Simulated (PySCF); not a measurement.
Job for PySCF: R-B3LYP/6-31G* on C2H6 (SMILES CC).

```python
from pyscf import gto, scf, dft, mp
from pyscf.data.elements import chemcore

mol = gto.M(
    atom='''
    C    -0.53414672    0.50470735    0.23525862
    C     0.64776905   -0.40014254   -0.09892718
    H    -1.27095892    0.50868097   -0.57027818
    H    -0.21467143    1.53766803    0.38995405
    H    -1.03851712    0.17205003    1.14417659
    H     0.32165146   -1.42784252   -0.26844102
    H     1.37466540   -0.42503426    0.71506768
    H     1.16545239   -0.06344294   -0.99935610
    ''',
    basis='6-31g*',
    cart=True,
    charge=0, spin=0, verbose=3, max_memory=1800)
mf = dft.RKS(mol, xc='b3lyp')
mf.conv_tol = 1e-8
mf.max_cycle = 100
mf.kernel()
if not mf.converged:
    mf = mf.newton().run(mf.mo_coeff, mf.mo_occ)
```

It printed:

```
converged SCF energy = -79.8303173541753
```

Self-consistency was reached.

Cost: around 1.4 core-seconds (rough).
